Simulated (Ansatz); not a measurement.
Species: WH2, net charge 0, triplet state. The spin state was set by rule; other spins were not relaxed. SMILES: [WH2]
Geometry from a B3LYP-D3(BJ)/def2-TZVP (Ansatz, an electronic-structure program) optimisation:
```
W
H 1 1.7087
H 1 1.7087 2 117.62
```
Charge 0, spin multiplicity 3.

Wanted: vertical electron affinity (to the quartet state of charge -1; a negative value means that the extra electron is unbound and the number depends on the basis; each state is the SCF solution reached for its spin; the UHF <S^2> is 4.61 for the quartet (pure: 3.75) and 2.98 for the triplet (pure: 2.00); for the quartet T1 is 0.102; for the triplet the Hartree-Fock reference is unstable and T1 is 0.035), in eV. Correlated levels leave the core frozen unless marked. Open shells are spin-unrestricted. No spin-orbit coupling. The frozen core is the preceding noble-gas configuration, with the filled d and f shells of earlier blocks. In def2 rows, elements after Kr have scalar-relativistic effective core potentials. Anions need diffuse functions: def2-D sets add few.  The program attaches cautions to a run behind CCSD/def2-QZVPPD: other amplitudes. The program attaches cautions to a run behind CCSD(T)/def2-SVPD: other amplitudes. The program attaches cautions to a run behind CCSD(T)/def2-TZVPPD: other amplitudes. The program attaches cautions to a run behind CCSD(T)/def2-QZVPPD: other amplitudes.

| level | program | vertical electron affinity (eV) |
|---|---|---|
| SVWN5/def2-TZVPD | Ansatz | 1.36 |
| PBE/def2-TZVPD | Ansatz | 1.09 |
| r2SCAN/def2-TZVPD | Ansatz | 1.03 |
| B3LYP/def2-TZVPD | Ansatz | 1.11 |
| PBE0/def2-TZVPD | Ansatz | 1.07 |
| CAM-B3LYP/def2-TZVPD | Ansatz | 1.07 |
| wB97M-V/def2-TZVPD | Ansatz | 1.14 |
| wB97X-V/def2-TZVPD | Ansatz | 1.00 |
| wB97X/def2-TZVPD | Ansatz | 1.16 |
| B2PLYP/def2-TZVPD | Ansatz | 1.00 |
| CCSD/def2-QZVPPD | Ansatz | 1.10 |
| CCSD(T)/def2-SVPD | Ansatz | 0.55 |
| CCSD(T)/def2-TZVPPD | Ansatz | 0.78 |
| CCSD(T)/def2-QZVPPD | Ansatz | 0.95 |
